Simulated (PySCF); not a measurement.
Mg(iPr)(OH) (C3H8MgO), SMILES C[CH](C)[Mg][OH].

Coordinates come from a r2SCAN-D4/def2-SVP optimisation. The values are those of a single conformer.

The numbers are results of HF/def2-TZVP run with PySCF, not measurements.

The molecule is in vacuum.

Computed frontier levels, gap, dipole moment and polarisability:
The highest occupied level comes out as -8.95 eV. The lowest empty level comes out as 1.32 eV and the orbital gap is 10.27 eV. The dipole moment comes out as 0.45 D and the quadrupole, principal values (traceless, Buckingham form, about the centre of nuclear charge) is -6.37, 2.31, 4.06 D·Å. The mean static polarisability is 58.8 bohr³ (8.71 Å³) and the polarisability, principal values is 50.9, 57.1, 68.3 bohr³.
